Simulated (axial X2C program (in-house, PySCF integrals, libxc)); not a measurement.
## Potential curves of MoN, two-component

All values were computed with an in-house relativistic program for diatomic molecules. Two-component (2c) means X2C with spin–orbit coupling and atomic mean-field two-electron Coulomb and Gaunt terms. Basis: Mo dyall-cv3z [11s12p9d5f3g], N dyall-av3z [7s7p3d2f] (cores contracted in-house); Gaussian nuclei, density fitting, unrestricted open shells. Masses: Mo 97.905 u, N 14.003 u.

State: Ω = 3/2 (⟨Sz⟩ = 1.50, ⟨Lz⟩ = 0.00 at PBE0). Energies in kJ/mol from the fragments at the same level (Mo + N). Fits are polynomials in 1 − R0/R over 0.85 to 1.23 times the lowest point R0.

```json
{"R (Å)": "1.4007", "PBE0": "-307.80"}
{"R (Å)": "1.4651", "PBE0": "-408.73"}
{"R (Å)": "1.5134", "PBE0": "-452.92"}
{"R (Å)": "1.5617", "PBE0": "-476.07"}
{"R (Å)": "1.6100", "PBE0": "-482.63"}
{"R (Å)": "1.6663", "PBE0": "-474.45"}
{"R (Å)": "1.7227", "PBE0": "-454.31"}
{"R (Å)": "1.7952", "PBE0": "-418.66"}
{"R (Å)": "1.8837", "PBE0": "-370.94"}
{"R (Å)": "2.0125", "PBE0": "-305.96"}
```

Occupations by symmetry block were frozen at the best pattern of an incomplete PBE0 search. De is counted from the lowest determinant-based energies of the atoms at the same level, without counterpoise correction. Density functionals use the spin component along the axis (collinear). With several unpaired electrons one determinant need not be a pure state. This is the top spin component of a Σ state; components of lower Ω are not single determinants and can lie lower. The determinant is spin-polarised beyond a pure state at some levels (its spin-free form has ⟨S²⟩ too high), which makes Re and μ there less reliable.

**Question.** What are Re, ωe and De at the PBE0 level?

**Answer.** At PBE0, 2c: Re = 1.608 Å, ωe ≈ 1130 cm⁻¹, De = 5.00 eV to Mo + N; Be follows as 0.532 cm⁻¹.
